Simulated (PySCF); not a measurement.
# C₆ coefficients of unlike pairs at UHF

Calculated with PySCF 2.14 from the dipole response of each species, C₆(A,B) = (3/π) ∫ α_A(iu) α_B(iu) du, in atomic units, from isotropic polarisabilities. For ions this is the dispersion term alone; charge-induced terms of lower order in 1/R come first.

| species | configuration | basis | relativity | α (bohr³) | C₆ (like pair) |
| --- | --- | --- | --- | --- | --- |
| Sn | [Kr] 4d10 5s2 5p2 (3P) | dyall-av2z (22s16p12d) | none | 58.28 | 651.4 |
| P(2+) | [Ne] 3s2 3p1 (2P) | aug-cc-pVQZ-DK (7s6p4d3f2g) | spin-free X2C | 9.495 | 34.74 |
| B+ | [He] 2s2 (1S) | x2c-QZVPPall with one added diffuse shell each of s, p, d, f type (8s5p4d3f1g) | spin-free X2C | 11.35 | 31.59 |
| In(3+) | [Kr] 4d10 (1S) | aug-cc-pwCVTZ-PP with ECP28MDF (8s7p6d4f1g) | core potential | 3.136 | 13.36 |

Problem. Estimate C₆ for B+ with Sn.

Solution. The integral gives 142.5. The combination rule 2 C_A C_B / (C_A α_B/α_A + C_B α_A/α_B) gives 142.4 and the geometric mean 143.4.

No spin-orbit coupling is included.

The other pairs:

| pair | C₆ |
| --- | --- |
| In(3+), Sn | 63.22 |
| B+, P(2+) | 32.38 |
| In(3+), P(2+) | 17.96 |
| In(3+), B+ | 15.08 |
| P(2+), Sn | 142.8 |
